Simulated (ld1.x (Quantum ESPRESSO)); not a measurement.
# Building the PAW potential for Fe (Z = 26) (PBE, fully relativistic).

```
Element                 : iron (Fe)
Generator               : ld1.x (Quantum ESPRESSO) 7.5
Type                    : PAW
Functional              : PBE
Relativity              : fully relativistic
Frozen core             : [Ne]
Valence charge          : 16
Reference configuration : 3s2 3p6 3d6 4s1.75 4p0.25
Partial waves           : 3s (bound): rcut 1.10, rcutus 1.30 bohr; 4s (bound): rcut 1.10, rcutus 1.30 bohr; 3p (bound): rcut 1.20, rcutus 1.25 bohr; 4p (bound): rcut 1.20, rcutus 1.25 bohr; 3d (bound): rcut 1.15, rcutus 1.30 bohr; 3d channel at 2.6 Ry: rcut 1.15, rcutus 1.30 bohr
Local potential         : all-electron potential smoothed inside 1.25 bohr (lloc = -1)
Core correction         : a·sin(br)/r model core, default radius (core density twice the valence density)
Augmentation charge     : BG, radius 1.20 bohr
```

Open shells are filled in proportion to 2j + 1 (rel_dist='average').

All-electron outer shells of the reference configuration (PBE, scalar-relativistic, ld1.x):

```json
{"shell": "2s", "level (eV)": "-820.17", "outermost node (bohr)": "0.08", "outermost maximum (bohr)": "0.22"}
{"shell": "2p", "level (eV)": "-698.90", "outermost node (bohr)": "–", "outermost maximum (bohr)": "0.18"}
{"shell": "3s", "level (eV)": "-94.48", "outermost node (bohr)": "0.33", "outermost maximum (bohr)": "0.70"}
{"shell": "3p", "level (eV)": "-60.51", "outermost node (bohr)": "0.30", "outermost maximum (bohr)": "0.72"}
{"shell": "3d", "level (eV)": "-7.96", "outermost node (bohr)": "–", "outermost maximum (bohr)": "0.71"}
{"shell": "4s", "level (eV)": "-5.59", "outermost node (bohr)": "1.00", "outermost maximum (bohr)": "2.41"}
{"shell": "4p", "level (eV)": "-1.55", "outermost node (bohr)": "1.10", "outermost maximum (bohr)": "3.29"}
```

What the tests gave:

- Largest excitation error: +74 meV (all-electron minus pseudo) for 3s2 3p6 3d4 4s0 4p0, out of 7 test configurations

The ghost test of this file was not conclusive.

Generation and tests took about 4.1 s on one core of a shared server CPU.
